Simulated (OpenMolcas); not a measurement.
# Nb⁺: effect of the basis set

| Quantity | Value |
| --- | --- |
| Program | OpenMolcas 26.06 |
| Method | CASSCF |
| Active space | 4 electrons in 6 orbitals (4d 5s) |
| State averaging | 2S+1 = 5 even, 15 roots; 2S+1 = 3 even, 102 roots kept (CI in the orbitals of an earlier block, 97 in the spin-orbit step); 2S+1 = 1 even, 84 roots kept (CI in the orbitals of an earlier block) |
| Spin-orbit coupling | state interaction with AMFI integrals over the reference wave functions, term energies averaged over their components |

A. ANO-R1 [6s4p3d1f], X2C, finite nucleus; cost of the order of 50 core-seconds
B. ANO-RCC-VDZP [6s5p3d1f], DKH2, point nucleus; cost about 60 core-seconds
C. ANO-R2 [7s5p4d2f1g], X2C, finite nucleus; cost about 80 core-seconds
D. ANO-RCC-VTZP [7s6p4d2f1g], DKH2, point nucleus; cost of the order of 60 core-seconds
E. ANO-RCC-VQZP [8s7p5d3f2g1h], DKH2, point nucleus; cost of the order of 80 core-seconds
F. ANO-R3 [8s6p6d3f2g1h], X2C, finite nucleus; cost about 80 core-seconds

Energies in cm-1 above 4d4 5D0, the measured ground level; measured values from NIST Handbook of Basic Atomic Spectroscopic Data.

| Level | A | B | C | D | E | F | Measured |
| --- | --- | --- | --- | --- | --- | --- | --- |
| 4d4 5D0 | 0.0 | 0.0 | 0.0 | 0.0 | 0.0 | 0.0 | 0.0 |
| 4d4 5D1 | 159 | 164 | 158 | 157 | 158 | 159 | 159 |
| 4d4 5D2 | 448 | 462 | 445 | 445 | 445 | 448 | 438 |
| 4d3 5s 5F1 | 587 | 102 | 0.8 | 45.6 | -47.6 | -69.4 | 2357 |
| 4d4 5D3 | 834 | 860 | 828 | 829 | 829 | 835 | 801 |
| 4d3 5s 5F2 | 848 | 371 | 260 | 306 | 212 | 192 | 2629 |
| 4d3 5s 5F3 | 1232 | 766 | 642 | 689 | 594 | 576 | 3030 |
| 4d4 5D4 | 1294 | 1331 | 1285 | 1288 | 1287 | 1295 | 1225 |
| 4d3 5s 5F4 | 1729 | 1277 | 1135 | 1184 | 1089 | 1073 | 3543 |
| 4d3 5s 5F5 | 2324 | 1888 | 1727 | 1777 | 1681 | 1669 | 4146 |
| 4d4 3P0(1) | 7549 | 7578 | 7404 | 7585 | 7443 | 7397 | 5562 |
| 4d4 3P1(1) | 8152 | 8184 | 7986 | 8170 | 8025 | 7981 | 6192 |
| 4d4 3P2(1) | 9220 | 9227 | 9013 | 9193 | 9048 | 9008 | 7261 |
| 4d3 5s 3F2(1) | 9736 | 9486 | 9518 | 9417 | 9466 | 9469 |  |
| 4d3 5s 3F3(1) | 10124 | 9896 | 9916 | 9828 | 9871 | 9874 |  |
| 4d3 5s 3F4(1) | 10579 | 10386 | 10387 | 10324 | 10352 | 10354 |  |
| 4d3 5s 5P1 | 11172 | 10624 | 10648 | 10708 | 10611 | 10592 |  |
| 4d3 5s 5P2 | 11433 | 10928 | 10928 | 10993 | 10896 | 10878 |  |
| 4d3 5s 5P3 | 11793 | 11252 | 11256 | 11319 | 11220 | 11204 |  |
| 4d3 5s 3G3 | 12351 | 12030 | 12071 | 12104 | 12054 | 12038 |  |
| 4d4 3H4 [58 %] | 12449 | 12459 | 12567 | 12610 | 12576 | 12564 |  |
| 4d4 3H5 [61 %] | 12720 | 12783 | 12886 | 12929 | 12895 | 12885 |  |
| 4d3 5s 3G4 [53 %] | 12729 | 12259 | 12330 | 12363 | 12320 | 12307 |  |
| 4d3 5s 3G5 [61 %] | 13031 | 12519 | 12578 | 12623 | 12572 | 12557 |  |

E puts 4d3 5s 5F1 lowest. F puts 4d3 5s 5F1 lowest.

Deviations, from unrounded energies. A percentage is the sum of absolute deviations over the sum of measured energies, with the sign that they share, or ± where signs differ.

```tsv
Against measurement	Levels	A	B	C	D	E	F
mean absolute deviation (cm-1)	12	1300	1500	1500	1500	1500	1500
fine structure of the ground term (%)	4	±4.3	+7.4	±3.6	±3.8	±3.7	+4.3
other terms of the ground configuration (%)	3	+31.1	+31.4	+28.3	+31.2	+28.9	+28.2
other configurations (%)	5	-57.2	-72.0	-76.0	-74.5	-77.5	-78.1
```

A lies closest to measurement on these levels and E furthest from it. The largest miss of A in the table is 4d4 3P0(1), by +2000 cm-1. The ranking rests on the paired levels alone, and a cruder setting can come out closer through cancelling errors.

Among A to F the level of the table that moves most is 4d3 5s 5F2, by 660 cm-1 (lowest in F, highest in A).

Some high roots are left out of the spin-orbit mixing, which shifts the levels that they would mix with. Without dynamic correlation excited terms often stand tens of per cent too high (terms of higher spin than the ground term too low), and those without a measured partner can miss by more than the paired ones. Terms from blocks run as CI alone lack orbitals of their own. Configurations are named by rounded mean occupations; where the s occupation lies near a half they are strongly mixed, a name can repeat and a true partner stay unpaired. A single d shell beside an s shell can misplace configurations of different d count against each other. The lowest computed level is not the ground level that NIST lists (5D0) (holds for E; F). The lowest spin-free term belongs to 4d4, not to the configuration of the lowest level (holds for E; F). Measured partners are found by configuration, term and J. A level has none where our copy of the source lacks it or the pairing is in doubt (some pairs that miss far off the trend of their configuration count as doubtful), and it then counts in no deviation. Only configurations of the active space appear. Levels that lie high or do not pair safely by name in every column are left out.

A share in square brackets marks a mixed level and gives the weight of the term that names it, the lowest over the columns. A number in round brackets counts repeated terms of one configuration in the order of the reference energies.
